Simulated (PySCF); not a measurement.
Continuum solvent and chemical shifts

Numbering as in the mapped SMILES `[H]/[N:1]=[CH:2]\[c:3]1[cH:4][cH:5][c:6]([NH2:7])[s:8]1` (H(Xn): hydrogen on atom n).

GIAO PBE0/pcSseg-1 in PySCF on one PBE0-D3(BJ)/def2-SVP conformer, non-relativistic, equivalent nuclei averaged. Solvents enter as an IEF-PCM continuum (cyclohexane with ε = 2.0, chloroform with ε = 4.7) around the gas-phase geometry. Shifts are referred to TMS, CS2 computed in the same medium.

Gas phase, δ in ppm: C2 164.4, C6 163.1, C4 135.3, C3 134.4, C5 107.0, S8 162.6, H(N1) 9.05, H(C2) 7.91, H(C4) 6.64, H(C5) 5.89, H(N7) 3.58. Dipole moment 5.45 D.

(1) How does each δ change in the continuum?

(2) Which nuclei move most (in ppm), and what does the model miss?

Answers

(1) 
```json
{"atoms": "C2", "environment": "C=N carbon", "Δδ, cyclohexane": "+1.5", "Δδ, chloroform": "+2.7"}
{"atoms": "C6", "environment": "aromatic carbon bearing nitrogen", "Δδ, cyclohexane": "+2.1", "Δδ, chloroform": "+3.8"}
{"atoms": "C4", "environment": "aromatic CH", "Δδ, cyclohexane": "+2.4", "Δδ, chloroform": "+4.4"}
{"atoms": "C3", "environment": "substituted aromatic carbon next to the ring sulfur", "Δδ, cyclohexane": "-1.3", "Δδ, chloroform": "-2.3"}
{"atoms": "C5", "environment": "aromatic CH", "Δδ, cyclohexane": "+0.7", "Δδ, chloroform": "+1.4"}
{"atoms": "S8", "environment": "aromatic ring sulfur", "Δδ, cyclohexane": "-2.6", "Δδ, chloroform": "-4.7"}
{"atoms": "H(N1)", "environment": "hydrogen on an imine nitrogen", "Δδ, cyclohexane": "-0.23", "Δδ, chloroform": "-0.40"}
{"atoms": "H(C2)", "environment": "hydrogen on a C=N carbon", "Δδ, cyclohexane": "+0.01", "Δδ, chloroform": "+0.03"}
{"atoms": "H(C4)", "environment": "hydrogen on an aromatic CH", "Δδ, cyclohexane": "+0.16", "Δδ, chloroform": "+0.30"}
{"atoms": "H(C5)", "environment": "hydrogen on an aromatic CH", "Δδ, cyclohexane": "+0.12", "Δδ, chloroform": "+0.23"}
{"atoms": "H(N7)", "environment": "hydrogen on an aniline-type nitrogen", "Δδ, cyclohexane": "+0.35", "Δδ, chloroform": "+0.64"}
```

Changes are relative to the gas phase. The dipole moment becomes 6.19 D in cyclohexane, 6.82 D in chloroform.

(2) S8 (aromatic ring sulfur, -4.7 ppm) in chloroform. A continuum only polarises the solute; specific hydrogen bonds, the anisotropy of aromatic solvents and changes of geometry or conformer are outside it.
